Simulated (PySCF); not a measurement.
BBr₂, SMILES Br[B]Br (connectivity only; charge and spin as stated), charge +1, multiplicity 1. Coordinates come from a B3LYP-D3(BJ)/def2-TZVP optimisation. The spin state was assumed, not searched. The isomer is the one that the SMILES or the coordinates give; other isomers of the formula were not compared.

TDA-PBE0/def2-SVPD (PySCF) puts the lowest singlet excitations at 5.58, 5.75, 5.75, 6.75, 6.93, 6.93 eV.

### Question
What are the lowest excitation roots from ADC(2)/aug-cc-pVDZ (PySCF 2.14.0)? (Estimate from the structure and the level; the computed values follow.)

### Answer
5.85, 5.85, 5.88, 6.86, 7.34, 7.44 eV. S1 differs by 0.26 eV (second minus first; roots are paired by order, and the bases may differ).
